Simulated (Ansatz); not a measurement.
C4H5, SMILES C[CH]C#C, multiplicity 2.

Geometry optimised at B3LYP-D3(BJ)/def2-SVP.

Two levels are set side by side: PBE/def2-SVPD (Ansatz, a first-principles code) and CAM-B3LYP/def2-SVPD (Ansatz). Energy differences of separate SCF runs at the same geometry; the states with an electron removed or added have multiplicity 1 and 1. Differences are taken from unrounded values.

```csv
quantity,PBE
vertical ionisation energy (eV),7.86
```

**Question.** These are the PBE values. What does CAM-B3LYP give? (Estimate from the structure and the level; the computed values follow.)

**Answer.** 
```json
[
 {"quantity": "vertical ionisation energy (eV)", "CAM-B3LYP": "8.08", "PBE minus CAM-B3LYP": "-0.21"}
]
```
